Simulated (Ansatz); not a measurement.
Calculated with Ansatz (gas phase, PBE0-D4/def2-TZVP geometries, no zero-point term in ΔE). CCSD(T)/CBS is the MP2 limit (def2-TZVPP, def2-QZVPP) plus CCSD(T) − MP2 in def2-TZVPP, frozen cores. This one scheme is used for every species. DFT in def2-TZVPP. B3LYP here is the variant with VWN-RPA as its local correlation; programs differ in this. One conformer a species, not always the lowest.

`[SiH3]OB1N[SiH2]1` + H₂S → `SB1N[SiH2]1` + `O[SiH3]`  (ligand exchange at a B–O bond)

`[SiH3]OB1N[SiH2]1`:

```xyz
11

Si   -0.980    0.087   -2.088
O     0.325    0.319   -1.103
B     0.501    0.120    0.217
N     1.529    0.285    1.134
Si    0.178   -0.349    2.064
H    -0.570   -0.817   -3.189
H    -2.105   -0.511   -1.326
H    -1.383    1.400   -2.647
H     2.486    0.601    1.157
H     0.386   -1.693    2.670
H    -0.367    0.558    3.110
```

H₂S:

```xyz
3

S    -0.320   -0.187    0.497
H     0.978   -0.219    0.161
H    -0.659    0.406   -0.658
```

`SB1N[SiH2]1`:

Z-matrix (Å, degrees):
```
Si
B 1 1.921
N 1 1.750 2 44.1
H 1 1.485 2 125.0 3 -92.3
H 1 1.485 2 125.0 3 92.3
S 2 1.781 1 158.0 3 180.0
H 3 1.008 1 147.5 2 180.0
H 6 1.347 2 97.6 1 -180.0
```

`O[SiH3]`:

Z-matrix (Å, degrees):
```
Si
O 1 1.648
H 1 1.489 2 111.7
H 1 1.489 2 111.7 3 120.9
H 1 1.481 2 105.9 3 -119.6
H 2 0.957 1 117.9 3 -60.5
```

| level | ΔE (kcal/mol) | difference from CCSD(T)/CBS |
| --- | --- | --- |
| r2SCAN-D4 | 10.3 | -0.6 |
| ωB97X-V | 11.2 | 0.3 |
| ωB97M-V | 11.4 | 0.5 |
| B3LYP | 11.7 | 0.8 |
| SCS-MP2/def2-TZVPP | 11.1 | 0.2 |
| CCSD/def2-TZVPP | 12.0 | 1.1 |
| CCSD(T)/def2-TZVPP | 11.3 | 0.4 |
| HF/def2-QZVPP | 15.1 | 4.2 |
| MP2/def2-QZVPP | 9.9 | -1.0 |
| MP2/CBS(def2) | 9.6 | -1.3 |
| CCSD(T)/CBS | 10.9 | 0 |

Largest T1 diagnostic among the species: 0.014.

From PBE to PBE0 (25 % exact exchange), in def2-TZVPP and without D4, ΔE moves by +0.8 kcal/mol. In def2-TZVPP, CCSD(T) changes the Hartree–Fock value by −3.4 kcal/mol (the triples alone add −0.6 kcal/mol) and MP2 by −4.7 kcal/mol.
